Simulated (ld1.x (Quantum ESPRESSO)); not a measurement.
Ti (Z = 22) TM: all-electron and pseudo phase curves

titanium, norm-conserving Troullier–Martins (Kleinman–Bylander form), made with ld1.x (Quantum ESPRESSO) 7.5 (PBE, scalar-relativistic). Core [Ar], reference 3d2 4s1 4p0 (charge +1). Waves: 4p (bound, empty): rc 2.75 bohr; 3d (bound): rc 2.45 bohr; 4s (bound): rc 2.20 bohr. Local part: the s channel. Core correction: a·sin(br)/r model core inside 1.35 bohr.

The phase is arctan(r·u′/u) with u = r·R(r), unwrapped; energies in Ry, scanned from -3 to 5 Ry. A pole is an energy at which the radial function vanishes at the test radius. The pseudo phase is shifted by a multiple of π to meet the all-electron one at the reference energy, and phase errors are pseudo minus all-electron; the curves can meet again beyond the range given. Levels narrower than the energy grid can be missing from the lists of poles.

Task: For each channel, where are the poles, and over which energies does the pseudopotential scatter like the atom?

Result:

```
channel  radius (bohr)  reference energy (Ry)  poles, all-electron  poles, pseudo  unbroken range about the reference energy with phases within 0.05 rad  phase error 1 Ry above the reference energy (rad)
      s           3.01                  -0.76                 0.72     0.56, 3.30                                                              below 0.9                                             -0.018
      p           3.01                  -0.49                 1.50           1.47                                                              below 3.3                                             -0.007
      d           3.01                  -0.84          -0.69, 2.79    -0.68, 4.33                                                             below -0.1                                             +0.096
```

Phases in the p channel:

| E (Ry) | all-electron | pseudo |
| --- | --- | --- |
| -3.00 | 1.364 | 1.345 |
| -2.76 | 1.344 | 1.331 |
| -2.52 | 1.325 | 1.316 |
| -2.28 | 1.304 | 1.297 |
| -2.04 | 1.279 | 1.273 |
| -1.80 | 1.248 | 1.243 |
| -1.56 | 1.207 | 1.202 |
| -1.32 | 1.149 | 1.145 |
| -1.08 | 1.062 | 1.058 |
| -0.84 | 0.916 | 0.914 |
| -0.60 | 0.639 | 0.638 |
| -0.36 | 0.087 | 0.087 |
| -0.12 | -0.614 | -0.620 |
| 0.12 | -1.040 | -1.048 |
| 0.36 | -1.253 | -1.260 |
| 0.60 | -1.372 | -1.379 |
| 0.84 | -1.449 | -1.455 |
| 1.08 | -1.503 | -1.508 |
| 1.32 | -1.545 | -1.550 |
| 1.56 | -1.579 | -1.583 |
| 1.80 | -1.610 | -1.612 |
| 2.04 | -1.639 | -1.639 |
| 2.28 | -1.667 | -1.665 |
| 2.52 | -1.697 | -1.692 |
| 2.76 | -1.732 | -1.720 |
| 3.00 | -1.773 | -1.752 |
| 3.24 | -1.827 | -1.790 |
| 3.48 | -1.904 | -1.836 |
| 3.72 | -2.028 | -1.898 |
| 3.96 | -2.260 | -1.985 |
| 4.20 | -2.755 | -2.120 |
| 4.44 | -3.535 | -2.349 |
| 4.68 | -4.046 | -2.761 |
| 4.92 | -4.284 | -3.357 |
